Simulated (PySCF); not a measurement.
Structure problem from calculated spectra and properties.

Formula: C6H13P2; charge +1.

* 1H NMR: chemical shifts (computed TMS as zero) by class: 3.94 (1 H), 3.62 (2 H), 2.26 (2 H), 2.16 (2 H), 2.06 (6 H) ppm [GIAO PBE0/pcSseg-1]
* UV, strongest line: among the 10 lowest singlet transitions: S8 at 6.84 eV (181 nm, f = 0.060) [TDDFT PBE0/def2-SVPD]
* Polarisability: 112.1 au [PBE0/def2-SVPD]
* Triplet: lowest triplet excitation (Tamm–Dancoff): 4.76 eV [TDA PBE0/def2-SVPD]
* UV, first state: lowest singlet excitation: 4.94 eV (251 nm, f = 0.000) [TDDFT PBE0/def2-SVPD]
* Valence photoelectron: vertical ionisation energy: 12.94 eV [ΔSCF PBE0/def2-SVPD]
* Rotational structure: rotational constants A, B, C: 1.846, 0.939, 0.836 GHz [PBE0-D3(BJ)/def2-SVP]
* 13C NMR: chemical shifts (computed TMS as zero) by class: 120.2 (1 C), 65.0 (1 C), 29.6 (1 C), 14.9 (2 C), 9.9 (1 C) ppm [GIAO PBE0/pcSseg-1]
* NMR, other nuclei: isotropic shieldings of nuclei other than C and H, by class: 322 (1 P), 482 (1 P) ppm [GIAO PBE0/pcSseg-1]

The electronic properties come from PySCF, for the isolated species, density fitting. Levels stand in brackets. NMR shifts are as computed; neighbouring signals can stand in another order in a measured spectrum. Geometry: PBE0-D3(BJ)/def2-SVP, one conformer, isolated ion. Each NMR value is the plain mean over a class of atoms that symmetry, rotation or inversion makes alike.

Problem. What is the compound? Reason from the data.

Solution. Numbering: `[CH:1]#[C:2][P+:3]([CH3:4])([CH3:5])[CH2:6][CH2:7][PH2:8]`. 6 carbons fall into 5 classes; from least to most shielded: terminal alkyne carbon [C1] (120.2 ppm), alkyne carbon [C2] (65.0 ppm), sp3 carbon bound to phosphorus [C6] (29.6 ppm), sp3 carbon bound to phosphorus [C4/C5] (14.9 ppm, 2 C), sp3 carbon bound to phosphorus [C7] (9.9 ppm). Hydrogen classes from least to most shielded: 1 H on a terminal alkyne carbon, C1 (3.94 ppm), 2 H on a phosphine phosphorus, P8 (3.62 ppm, a mean of values up to 0.6 ppm apart in this geometry), 2 H on an sp3 carbon bound to phosphorus, C7 (2.26 ppm, a mean of values up to 0.6 ppm apart in this geometry), 2 H on an sp3 carbon bound to phosphorus, C6 (2.16 ppm), 6 H on 2 like atoms (sp3 carbon bound to phosphorus), C4/C5 (2.06 ppm, a mean of values up to 1.1 ppm apart in this geometry). The other shieldings belong to: 322 ppm, phosphonium phosphorus [P3]; 482 ppm, phosphine phosphorus [P8]. S1 is mainly HOMO→LUMO (weight 0.98); the largest Löwdin shares of the orbital it empties are 0.65 on the phosphine phosphorus, 0.13 on an sp3 carbon bound to phosphorus, 0.08 on a P–H hydrogen and 0.07 on a P–H hydrogen, of the orbital it fills 0.31 on the terminal alkyne carbon, 0.26 on the alkyne carbon, 0.16 on the phosphonium phosphorus and 0.07 on an sp3 carbon bound to phosphorus. The optimised geometry has point group C1 and is an asymmetric top. Structure: `C#C[P+](C)(C)CCP`. Computed isomers that give other values at the same levels: `CC1=CC[P@+](C)(P)C1` (13C chemical shifts (computed TMS as zero) by class: 149.1 (1 C), 128.4 (1 C), 39.9 (1 C), 36.1 (1 C), 21.5 (1 C), 9.7 (1 C) ppm). The assignments are read from this structure; whether some other isomer fits the data as well wasn't checked.

Shape of the structure used: `[CH:1]#[C:2][P+:3]([CH3:4])([CH3:5])[CH2:6][CH2:7][PH2:8]`: C2–P3–C6–C7 -41°, P3–C6–C7–P8 -64°, H–P8–C7–C6 -169°, H–P8–C7–C6 96°.
